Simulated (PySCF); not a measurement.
Al, charge -1, triplet; PySCF with DF-WB97X/6-31G*.

Here is a job for PySCF.
```python
from pyscf import gto, scf, dft

mol = gto.Mole()
mol.atom = '''
    Al    0.00000000    0.00000000    0.00000000
'''
mol.basis = '6-31g*'
mol.charge = -1
mol.spin = 2
mol.verbose = 4
mol.build()

mf = dft.UKS(mol)
mf.xc = 'wb97x'
mf = mf.density_fit(auxbasis='def2-universal-jkfit')
mf.kernel()
```

Output, abridged:

```
PySCF version 2.14.0

[INPUT] verbose = 4
[INPUT] num. atoms = 1
[INPUT] num. electrons = 14
[INPUT] charge = -1
[INPUT] spin (= nelec alpha-beta = 2S) = 2
[INPUT] symmetry False subgroup None
[INPUT] Mole.unit = angstrom
[INPUT] Symbol           X                Y                Z      unit          X                Y                Z       unit  Magmom
[INPUT]  1 Al     0.000000000000   0.000000000000   0.000000000000 AA    0.000000000000   0.000000000000   0.000000000000 Bohr   0.0

nuclear repulsion = 0
number of shells = 8
number of NR pGTOs = 51
number of NR cGTOs = 18
basis = 6-31g*
ecp = {}

******** <class 'pyscf.df.df_jk.DFUKS'> ********
method = DFUKS
initial guess = minao
damping factor = 0
level_shift factor = 0
DIIS = <class 'pyscf.scf.diis.CDIIS'>
diis_start_cycle = 1
diis_space = 8
diis_damp = 0
SCF conv_tol = 1e-09
SCF conv_tol_grad = None
SCF max_cycles = 50
direct_scf = False
number electrons alpha = 8  beta = 6
XC library pyscf.dft.libxc version 7.1.2
    S. Lehtola, C. Steigemann, M. J. T. Oliveira, and M. A. L. Marques,  SoftwareX 7, 1–5 (2018)
XC functionals = wb97x
    J.-D. Chai and M. Head-Gordon,  J. Chem. Phys. 128, 084106 (2008)
radial grids:
    Treutler-Ahlrichs [JCP 102, 346 (1995); DOI:10.1063/1.469408] (M4) radial grids

becke partition: Becke, JCP 88, 2547 (1988); DOI:10.1063/1.454033
pruning grids: <function nwchem_prune>
grids dens level: 3
symmetrized grids: False
atomic radii adjust function: <function treutler_atomic_radii_adjust>
small_rho_cutoff = 0
Set gradient conv threshold to 3.16228e-05
tot grids = 19184
******** <class 'pyscf.df.df.DF'> ********
auxbasis = def2-universal-jkfit
Create RSH-DF object <pyscf.df.df.DF object> for omega=0.3
******** <class 'pyscf.df.df.DF'> ********
auxbasis = auxmol.basis = def2-universal-jkfit
init E= -242.2261681919

cycle= 1 E= -242.32319385578  delta_E= -0.097  |g|= 0.0634  |ddm|= 0.854
cycle= 2 E= -242.331386156635  delta_E= -0.00819  |g|= 0.0166  |ddm|= 0.325
cycle= 3 E= -242.331877016786  delta_E= -0.000491  |g|= 0.00426  |ddm|= 0.0672
cycle= 4 E= -242.331926253052  delta_E= -4.92e-05  |g|= 0.00118  |ddm|= 0.022
cycle= 5 E= -242.331930589796  delta_E= -4.34e-06  |g|= 0.00012  |ddm|= 0.00813
cycle= 6 E= -242.331930631794  delta_E= -4.2e-08  |g|= 1.6e-05  |ddm|= 0.000899
cycle= 7 E= -242.331930632411  delta_E= -6.17e-10  |g|= 2.11e-06  |ddm|= 0.000106
Extra cycle  E= -242.33193063242  delta_E= -9.55e-12  |g|= 6.59e-07  |ddm|= 1.05e-05
converged SCF energy = -242.33193063242  <S^2> = 2.0021408  2S+1 = 3.0014269
```
